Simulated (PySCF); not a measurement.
# Sm⁴³⁺: fine-structure interval

Sm⁴³⁺ [Ar] 3d1 [3d3/2^1, M_J = 3/2] → Sm⁴³⁺ [Ar] 3d1 [3d5/2^1, M_J = 5/2], as a difference of total energies. Calculation: PySCF 2.14, in an even-tempered Gaussian basis (16 s from 9.8 bohr⁻², ratio 2.8; 12 p from 13 bohr⁻², ratio 2.8; 8 d from 13 bohr⁻², ratio 2.8; 3 f from 39 bohr⁻², ratio 3); the two-component X2C-1e Hamiltonian. Correlated levels: [Ne] frozen; the 74 highest virtual spinors dropped. "Screened" scales the spin-orbit matrix elements by Boettger's factors to mimic the two-electron term; Breit and QED terms are absent.

```json
{"method": "GHF (screened spin-orbit)", "fine-structure interval (cm⁻¹)": "269890"}
{"method": "GMP2 (screened spin-orbit)", "fine-structure interval (cm⁻¹)": "270120"}
{"method": "GHF (bare spin-orbit)", "fine-structure interval (cm⁻¹)": "322140"}
```
